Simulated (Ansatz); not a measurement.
Ansatz results at the PBE0-D4/def2-TZVP geometry: size of the dipole moment (B3LYP/def2-TZVPP) 2.08 D; HOMO energy (PBE/def2-TZVPP) -5.29 eV; HOMO energy (PBE0/def2-TZVPP) -6.65 eV.

Each molecule was computed in one conformer, which needn't be the lowest.

Problem. Which molecule gave them?
A. `[OH][SnH2][Br]`
B. `[CH3][Sn]([F])([F])[SH]`
C. `C[NH][SnH2][O]C`
D. `[F][SnH]([Cl])[GeH3]`

Solution. C. The others give `[OH][SnH2][Br]`: 1.71, -7.03, -8.34; `[CH3][Sn]([F])([F])[SH]`: 3.29, -6.83, -8.14; `[F][SnH]([Cl])[GeH3]`: 3.76, -7.18, -8.38.

B3LYP here is the variant with VWN-RPA as its local correlation; programs differ in this.
